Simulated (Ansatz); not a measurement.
# Molecular dynamics of ClFH$_{4}$Sn

The input (input.yaml):

```yaml
crystal:
  periodic: [false, false, false]
  atoms:
    - { symbol: Sn, position_ang: [-0.228786, 0.0, -0.220594] }
    - { symbol: Cl, position_ang: [-0.025896, 0.0, 2.6943] }
    - { symbol: H, position_ang: [1.459458, 0.0, 0.067752] }
    - { symbol: H, position_ang: [-0.716825, 1.459233, -0.970475] }
    - { symbol: H, position_ang: [-0.716825, -1.459233, -0.970475] }
    - { symbol: F, position_ang: [-1.999019, 0.0, 0.981536] }
    - { symbol: H, position_ang: [-1.345108, 0.0, 1.991557] }
basis:
  gaussian: { orbitals: def2-SVP }
hamiltonian:
  xc: b3lyp
  dispersion: d4
md:
  timestep: 0.5
  n_steps: 200
  ensemble: nve
  temperature: 300.0
  initial_velocities: maxwell_boltzmann
  seed: 10019
```

Run as:

```bash
$ ansatz run input.yaml --threads 1 --pin off --max-ram 2048MiB --backend cpu --events-out ev --progress --plain --runs-dir out
```

It starts at the highest image of a converged band. Of that band: A vibrational analysis at the climbing image gives 2 clearly imaginary modes (410i, 132i cm⁻¹): a point of higher order, so a lower path passes nearby.

Output, in part (step lines, the closing report, with atoms numbered from 0):

```
md step     0: t =     0.00 fs  T =   300.0 K  F+E_penalty+E_count = -21132.35104737 eV  E_kin = 0.193890 eV  conserved = -21132.15715737 eV  (26 SCF iters)
md step     1: t =     0.50 fs  T =   294.9 K  F+E_penalty+E_count = -21132.34773365 eV  E_kin = 0.190592 eV  conserved = -21132.15714169 eV  (28 SCF iters)
md step     2: t =     1.00 fs  T =   280.4 K  F+E_penalty+E_count = -21132.33828929 eV  E_kin = 0.181209 eV  conserved = -21132.15708037 eV  (28 SCF iters)
md step     3: t =     1.50 fs  T =   258.0 K  F+E_penalty+E_count = -21132.32373763 eV  E_kin = 0.166757 eV  conserved = -21132.15698016 eV  (28 SCF iters)
md step     4: t =     2.00 fs  T =   230.3 K  F+E_penalty+E_count = -21132.30572415 eV  E_kin = 0.148870 eV  conserved = -21132.15685440 eV  (28 SCF iters)
md step     5: t =     2.50 fs  T =   200.5 K  F+E_penalty+E_count = -21132.28631065 eV  E_kin = 0.129591 eV  conserved = -21132.15671991 eV  (28 SCF iters)
md step     6: t =     3.00 fs  T =   171.9 K  F+E_penalty+E_count = -21132.26769952 eV  E_kin = 0.111103 eV  conserved = -21132.15659643 eV  (28 SCF iters)
md step     7: t =     3.50 fs  T =   147.6 K  F+E_penalty+E_count = -21132.25191975 eV  E_kin = 0.095417 eV  conserved = -21132.15650243 eV  (29 SCF iters)
[... lines left out ...]
Total energy: -21132.90235614 eV, -776.6198371923 hartree
Atom 0 at    -0.071315    -0.001712    -0.106288 Å, force    -1.463678    -0.642315    -1.565048 eV/Å
Atom 1 at     0.142758    -0.004393     2.177976 Å, force    -0.094580    -0.006695     1.495645 eV/Å
Atom 2 at     1.472026     0.087374    -0.694915 Å, force     0.925314    -0.147573    -0.312523 eV/Å
Atom 3 at    -0.871436     1.427579    -0.562997 Å, force    -0.170380     0.172404     0.051519 eV/Å
Atom 4 at    -1.016034    -1.431829    -0.590606 Å, force     0.576626     0.628059     0.276023 eV/Å
Atom 5 at    -3.207112     0.006192     1.232099 Å, force     0.483627     0.120038     0.400094 eV/Å
Atom 6 at    -2.610465     0.156247     1.941183 Å, force    -0.256929    -0.123918    -0.345711 eV/Å
Dipole moment:     0.221575     0.037677    -0.173695 e Å
```

The steps, from the saved trajectory:

```
time (fs)  T (K)  potential energy less start (eV)  conserved less start (meV/atom)
        0    300                             0.000                             0.00
        3    172                             0.083                             0.08
        6    138                             0.105                             0.07
        9    218                             0.053                             0.01
       12    131                             0.110                             0.08
       15    158                             0.092                             0.07
       18    252                             0.031                             0.02
       21    214                             0.056                             0.09
       24    296                             0.003                             0.04
       27    348                            -0.031                             0.02
       30    305                            -0.003                             0.08
       33    409                            -0.070                             0.05
       36    525                            -0.146                            -0.02
       39    455                            -0.099                             0.15
       42    691                            -0.253                            -0.03
       45    724                            -0.273                             0.07
       48    810                            -0.330                             0.02
       51   1021                            -0.466                            -0.07
       54   1015                            -0.461                             0.10
       57   1139                            -0.543                            -0.04
       60   1262                            -0.622                             0.02
       63   1290                            -0.639                             0.08
       66   1392                            -0.706                            -0.06
       69   1430                            -0.730                             0.00
       72   1275                            -0.629                             0.11
       75   1238                            -0.607                            -0.12
       78   1073                            -0.500                            -0.03
       81    807                            -0.327                             0.14
       84    767                            -0.302                            -0.07
       87    792                            -0.319                            -0.14
       90    708                            -0.262                             0.16
       93    891                            -0.382                             0.02
       96   1070                            -0.499                            -0.12
       99   1083                            -0.505                             0.06
```

All steps were run. The conserved energy stayed within 0.17 meV per atom of its start (net change -0.087 meV per atom), so the integration is sound. The kinetic energy rose, since the run started high on the potential surface and went downhill. It ends in pieces (ClH3Sn + FH), so much of that is their flight and rotation, not heat. A run of 0.1 ps of so small a system gives no equilibrium averages. The orbitals stay closed-shell, which can raise the energy where a bond breaks towards radicals; this wasn't checked here.

Between its relaxed ends the band would form Sn1–F6, Cl2–H7 and break Sn1–Cl2, F6–H7. These pairs go: Sn1–F6 2.14 → 3.41 Å, Cl2–H7 1.49 → 2.77 Å, Sn1–Cl2 2.92 → 2.29 Å, F6–H7 1.20 → 0.94 Å. In the last frame they stand as before the step (other bonds may differ from the relaxed reactants and products). It ends as ClH3Sn + FH. Pairs count as bonded within 1.25 times the sum of covalent radii (0.12 Å more for H–H).

Last frame:

```xyz
7
Properties=species:S:1:pos:R:3
Sn -0.071 -0.002 -0.106
Cl 0.143 -0.004 2.178
H 1.472 0.087 -0.695
H -0.871 1.428 -0.563
H -1.016 -1.432 -0.591
F -3.207 0.006 1.232
H -2.611 0.156 1.941
```

Time of the run: 5.6 min on 1 thread of AMD EPYC 9R45 96-Core Processor (Zen 5), on a shared host, peak memory 0.17 GiB.
